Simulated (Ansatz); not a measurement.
Ge₂O₄⁻, relaxed as a doublet with UKS PBE-D4/def2-SVPD in Ansatz, starting from the GFN2-xTB geometry. Force threshold 0.02 eV/Å.

The relaxation made no stability test and no search for a lower SCF solution. The structure comes from a short search, and lower isomers may exist.

Start:

```xyz
6

Ge    0.8446    1.9562   -0.0627
Ge   -0.7673   -1.1624    0.3112
O     0.0882   -2.1743    1.2089
O     1.9914    2.1050   -1.2093
O    -0.0130    0.5029    0.2535
O    -2.1439   -1.2274   -0.5016
```

**Question.** Estimate the energy that the relaxation releases and the steps that it takes.

**Answer.** 148.8 kJ/mol, in 23 steps; 69 s on 4 threads of Arm Neoverse V1 on a shared host. No frequencies were taken in this run, so the end may be a saddle point.

**Question.** Does the start keep its bonding?

**Answer.** Bonds formed: Ge1–Ge2, Ge1–O3 (atoms count from 1). The end is the same structure that another start reached, the lowest one found.

**Question.** Predict the relaxed structure.

**Answer.** 
| atom | x (Å) | y (Å) | z (Å) |
| --- | --- | --- | --- |
| Ge1 | 1.083 | 0.989 | 0.380 |
| Ge2 | -0.970 | -0.754 | 0.062 |
| O3 | 0.747 | -0.950 | 0.515 |
| O4 | 2.219 | 1.517 | -0.781 |
| O5 | -0.823 | 1.016 | -0.125 |
| O6 | -2.255 | -1.817 | -0.051 |
Bond lengths: 6 × Ge–O 1.67 to 1.97 Å; 1 × Ge–Ge 2.71 Å.
